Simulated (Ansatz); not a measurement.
Coupled-cluster diagnostics for IrO₂ (the lowest doublet isomer of a short search), Ansatz.

Geometry of the doublet (PBE0-D4/def2-TZVP):

```tsv
atom	x (Å)	y (Å)	z (Å)
Ir1	0.118	-0.029	-0.026
O2	-0.148	-1.298	1.049
O3	0.030	1.326	-1.023
```

In the def2 sets Ir takes a core potential; there is no spin–orbit coupling. Correlated methods freeze 2 core orbitals; core or outer-core shells of Ir are correlated, in sets that lack core-valence functions. The structure comes from a short search, and lower isomers may exist.

Geometry of the charge 0 quartet (PBE0-D4/def2-TZVP):

```xyz
3

Ir   -0.452    0.260    0.277
O     0.206   -1.216    0.849
O     0.246    0.957   -1.126
```

Problem. Estimate the CCSD(T) correlation energy, the shares of MP2 and (T), T1 and the reference's ⟨S²⟩ for: charge 0, doublet, own geometry in def2-TZVPP; charge 0, doublet, own geometry in def2-TZVPD; charge 0, quartet, own geometry in def2-TZVPP; charge 1, singlet, vertical in def2-TZVPP; charge -1, singlet, vertical in def2-TZVPD; and the rough time on 4 threads of Arm Neoverse V2 on a shared host.

Solution. 
```csv
state,basis,correlation (eV),MP2 share (%),(T) share (%),T1,⟨S²⟩ (pure),wall time,remarks
"charge 0, doublet, own geometry",def2-TZVPP,-29.607,95.6,5.9,0.076,1.60 (0.75),19 s,"flagged by the program, large T1, spin-contaminated"
"charge 0, doublet, own geometry",def2-TZVPD,-26.015,95.1,5.8,0.078,1.60 (0.75),24 s,"flagged by the program, large T1, spin-contaminated"
"charge 0, quartet, own geometry",def2-TZVPP,-28.990,96.1,5.4,0.069,3.83 (3.75),12 s,large T1
"charge 1, singlet, vertical",def2-TZVPP,-30.643,104.4,7.6,0.032,0.00 (0.00),11 s,restricted SCF unstable
"charge -1, singlet, vertical",def2-TZVPD,-27.258,102.8,6.0,0.027,0.00 (0.00),3.3 s,–
```
Customary marks for T1 are 0.02 (closed shells), 0.045 (open shells) and about 0.05 (3d metals). T1 exceeds 0.02 in 5 of 5 rows and 0.045 in 3; the higher it lies, the less the single-reference result can be trusted.
